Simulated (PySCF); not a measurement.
**19F chemical shifts**

- σ from GIAO-PBE0/pcSseg-1
- geometry: GFN2-xTB
- program: PySCF
- non-relativistic, fast rotation and ring inversion assumed for equivalent nuclei, in vacuum, one computed conformer

Shieldings were converted by a linear fit to measured shifts: 19F: δ = 146.13 − 0.903σ +14.6 on sp3 carbon (rms 6.0 ppm, 223 shifts, 7.0 ppm with the 5 outliers that the fit left out vs CFCl3, solution or neat liquid). Occasional misses reach two or three times the rms, and more in compound classes unlike the fitted ones.

Task: Give the 19F shifts of `C[C@@]1(C(F)F)C[SiH2]1`, `COC(F)(OC)OC(F)F`, `FC(F)[C@]12C=C[C@H](C=C1)O2`, `CC(C)(CF)C[SiH2]P`, `Oc1cccc(C(F)F)c1`, `COc1cccc(F)c1F`, `COc1cccc(F)c1F`, `OCC[C@H]([SiH3])[SiH2]C(F)F`, `CC[Si@@H](CCl)[C@@H](C)F`, `C[C@@H](O[SiH2]C[SiH3])C(F)F`, `F[C@@H]1CC[SiH2][C@@H]1F`.

Result: 
```tsv
compound	environment	δ (ppm)
[CH3:1][C@@:2]1([CH:3]([F:4])[F:5])[CH2:6][SiH2:7]1	F5: fluorine of a CF2 group	-107.5
[CH3:1][C@@:2]1([CH:3]([F:4])[F:5])[CH2:6][SiH2:7]1	F4: fluorine of a CF2 group	-118.7
[CH3:1][O:2][C:3]([F:4])([O:5][CH3:6])[O:7][CH:8]([F:9])[F:10]	F4: fluorine on an sp3 carbon	-74.3
[CH3:1][O:2][C:3]([F:4])([O:5][CH3:6])[O:7][CH:8]([F:9])[F:10]	F9/10: fluorine of a CF2 group (×2)	-86.3
FC(F)[C@]12C=C[C@H](C=C1)O2	fluorine of a CF2 group (×2)	-123.9
CC(C)(CF)C[SiH2]P	fluorine on an sp3 carbon	-223.5
Oc1cccc(C(F)F)c1	fluorine of a CF2 group (×2)	-123.0
[CH3:1][O:2][c:3]1[cH:4][cH:5][cH:6][c:7]([F:8])[c:9]1[F:10]	F8: aryl fluorine	-138.4
[CH3:1][O:2][c:3]1[cH:4][cH:5][cH:6][c:7]([F:8])[c:9]1[F:10]	F10: aryl fluorine	-162.4
[CH3:1][O:2][c:3]1[cH:4][cH:5][cH:6][c:7]([F:8])[c:9]1[F:10]	F8: aryl fluorine	-138.4
[CH3:1][O:2][c:3]1[cH:4][cH:5][cH:6][c:7]([F:8])[c:9]1[F:10]	F10: aryl fluorine	-162.4
[OH:1][CH2:2][CH2:3][C@H:4]([SiH3:5])[SiH2:6][CH:7]([F:8])[F:9]	F8: fluorine of a CF2 group	-133.7
[OH:1][CH2:2][CH2:3][C@H:4]([SiH3:5])[SiH2:6][CH:7]([F:8])[F:9]	F9: fluorine of a CF2 group	-135.7
CC[Si@@H](CCl)[C@@H](C)F	fluorine on an sp3 carbon	-216.4
[CH3:1][C@@H:2]([O:3][SiH2:4][CH2:5][SiH3:6])[CH:7]([F:8])[F:9]	F9: fluorine of a CF2 group	-118.9
[CH3:1][C@@H:2]([O:3][SiH2:4][CH2:5][SiH3:6])[CH:7]([F:8])[F:9]	F8: fluorine of a CF2 group	-125.8
[F:1][C@@H:2]1[CH2:3][CH2:4][SiH2:5][C@@H:6]1[F:7]	F1: fluorine on an sp3 carbon	-192.0
[F:1][C@@H:2]1[CH2:3][CH2:4][SiH2:5][C@@H:6]1[F:7]	F7: fluorine on an sp3 carbon	-237.4
```
